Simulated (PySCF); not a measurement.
## Choosing a basis for TDDFT

C4H7NSi.
Cartesian coordinates in Å at the PBE0-D3(BJ)/def2-SVP level; atoms count from 1:
```
atom  x, y, z in Å
C1     2.5250    1.4206    0.4129
C2     1.8999    0.4260    0.1086
C3     1.1844   -0.7652   -0.2765
N4     0.0154   -1.0992    0.0824
Si5   -1.1367   -0.2675    1.1194
C6    -2.6569    0.0840    0.0868
H7     3.0666    2.3061    0.6926
H8     1.7512   -1.4282   -0.9592
H9    -0.6121    0.9998    1.7262
H10   -1.4528   -1.2266    2.2193
H11   -3.4733    0.4664    0.7189
H12   -2.4387    0.8370   -0.6857
H13   -3.0011   -0.8343   -0.4119
```

TDDFT with PBE0 (PySCF), vertical singlets, core orbitals frozen in the response, spherical d and f functions. Geometry: PBE0-D3(BJ)/def2-SVP, one conformer, isolated molecule.

Question: Compare 6-31G*, def2-SVP, 6-31+G*, def2-SVPD, aug-cc-pVDZ, def2-TZVP and def2-TZVPD for this molecule.

Answer: 

```json
{"basis": "6-31G*", "functions": "102", "diffuse": "no", "S1 (eV)": "3.71", "S2 (eV)": "4.96", "S3 (eV)": "5.59", "S4 (eV)": "6.50", "S5 (eV)": "6.65", "LUMO (eV)": "-1.43", "α (au)": "67.9"}
{"basis": "def2-SVP", "functions": "123", "diffuse": "no", "S1 (eV)": "3.62", "S2 (eV)": "4.99", "S3 (eV)": "5.59", "S4 (eV)": "6.38", "S5 (eV)": "6.54", "LUMO (eV)": "-1.65", "α (au)": "72.1"}
{"basis": "6-31+G*", "functions": "126", "diffuse": "yes", "S1 (eV)": "3.67", "S2 (eV)": "4.94", "S3 (eV)": "5.49", "S4 (eV)": "6.25", "S5 (eV)": "6.34", "LUMO (eV)": "-1.76", "α (au)": "78.3"}
{"basis": "def2-SVPD", "functions": "180", "diffuse": "yes", "S1 (eV)": "3.62", "S2 (eV)": "4.93", "S3 (eV)": "5.49", "S4 (eV)": "6.25", "S5 (eV)": "6.36", "LUMO (eV)": "-1.81", "α (au)": "83.9"}
{"basis": "aug-cc-pVDZ", "functions": "205", "diffuse": "yes", "S1 (eV)": "3.64", "S2 (eV)": "4.91", "S3 (eV)": "5.45", "S4 (eV)": "6.15", "S5 (eV)": "6.26", "LUMO (eV)": "-1.79", "α (au)": "86.0"}
{"basis": "def2-TZVP", "functions": "234", "diffuse": "no", "S1 (eV)": "3.63", "S2 (eV)": "4.90", "S3 (eV)": "5.46", "S4 (eV)": "6.25", "S5 (eV)": "6.40", "LUMO (eV)": "-1.79", "α (au)": "80.9"}
{"basis": "def2-TZVPD", "functions": "291", "diffuse": "yes", "S1 (eV)": "3.63", "S2 (eV)": "4.89", "S3 (eV)": "5.43", "S4 (eV)": "6.22", "S5 (eV)": "6.26", "LUMO (eV)": "-1.83", "α (au)": "85.6"}
```

States are compared by their number. Against the largest diffuse basis here (def2-TZVPD, itself not a converged limit), sets without diffuse functions differ by up to 0.09 eV in S1 and 0.39 eV in S5; the smaller diffuse sets differ by up to 0.04 and 0.11 eV. State by state, the largest deviation of a set without diffuse functions is S1 0.09, S2 0.10, S3 0.16, S4 0.28, S5 0.39 eV. The same number needn't mean the same state in each row. Against def2-TZVPD the polarisability deviates by -21% in 6-31G*, -16% in def2-SVP, -9% in 6-31+G*, -2% in def2-SVPD, +1% in aug-cc-pVDZ, -5% in def2-TZVP. A single + in a Pople set puts diffuse functions on heavy atoms only.
